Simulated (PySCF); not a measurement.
Molecular orbitals of TcF

PW91 at R = 1.971 Å; PySCF, spin-free X2C with a Gaussian nucleus, basis sets Tc x2c-TZVPPall, F x2c-TZVPPall. State: ⁷Σ⁺ (septet), unpaired electrons σ ↑↑, π ↑↑, δ ↑↑. Only the outer orbitals are listed, counted within each symmetry.

```
spin  orbital  occ.  ε (eV)  on Tc (%)            main shells (%)
   α       2δ     1   -8.02        100                   100 Tc d
   α       2δ     1   -8.02        100                   100 Tc d
   α       6π     1   -6.85         72            70 Tc d, 28 F p
   α       6π     1   -6.85         72            70 Tc d, 28 F p
   α      12σ     1   -6.75         90   50 Tc d, 40 Tc s, 10 F p
   α      13σ     1   -4.48         89  53 Tc s, 20 Tc d, 17 Tc p
   α       7π     0   -1.71         99                    97 Tc p
   α       7π     0   -1.71         99                    97 Tc p
   α      14σ     0   -0.20        103            86 Tc p, 8 Tc d
   β       5π     1   -8.70         11             89 F p, 9 Tc d
   β       5π     1   -8.70         11             89 F p, 9 Tc d
   β       2δ     0   -4.51        100                   100 Tc d
   β       2δ     0   -4.51        100                   100 Tc d
   β      12σ     0   -3.96         97           49 Tc d, 48 Tc s
```

Question: Which are the highest filled and the lowest empty level, where do they sit, and how wide is the gap?

Answer: Highest filled α 13σ at -4.48 eV (in %: 53 Tc s, 20 Tc d, 17 Tc p); lowest empty β 2δ at -4.51 eV (in %: 100 Tc d); the gap at PW91 is -0.03 eV.

* bond order (Mayer): 0.96
* ⟨S²⟩: 12.002
* charge on Tc (Mulliken, basis-dependent): 0.41
* charge on Tc (Löwdin, basis-dependent): 0.26
* dipole moment (positive dipole means Tc(−)F(+)): -1.60 D

Shares are Mulliken populations and can fall outside 0 to 100 %.

Spin–orbit coupling is left out. The state is the lowest single determinant that the PBE0 search found; with open d or f shells the true ground state can be another one.
